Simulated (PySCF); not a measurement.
C2H9BO2SSi, SMILES C[SiH](C)SB(O)O (GFN2-xTB optimised geometry):

```
16

Si     1.203     2.047     0.006
C      0.541     2.868     1.586
C      0.544     2.879    -1.570
S      0.745    -0.082     0.000
B     -1.061    -0.082     0.000
O     -1.791    -1.222     0.000
O     -1.710     1.108     0.000
H      2.666     1.966     0.008
H     -0.545     2.849     1.609
H      0.861     3.904     1.648
H      0.901     2.356     2.475
H     -0.541     2.861    -1.594
H      0.905     2.372    -2.461
H      0.865     3.914    -1.624
H     -1.308    -2.047     0.000
H     -2.666     1.033     0.000
```

Method: PBE0/def2-TZVP (PySCF).

Task: What are the frontier orbital energies and the dipole moment?

Result: HOMO-2 -8.92 eV, HOMO-1 -8.33 eV, HOMO -7.18 eV, LUMO 0.63 eV, LUMO+1 0.92 eV; dipole moment 1.36 D.

On the same geometry PBE/def2-TZVP in PySCF 2.14.0 gives HOMO-2 -7.57 eV, HOMO-1 -7.08 eV, HOMO -5.97 eV, LUMO -0.24 eV, LUMO+1 0.01 eV; dipole moment 1.38 D.

Meta-Löwdin charges at PBE0/def2-TZVP: Si1 0.76, C2 -0.61, C3 -0.61, S4 -0.27, B5 0.35, O6 -0.53, O7 -0.53, H8 -0.11, H9 0.14, H10 0.13, H11 0.14, H12 0.14, H13 0.14, H14 0.13, H15 0.37, H16 0.36.
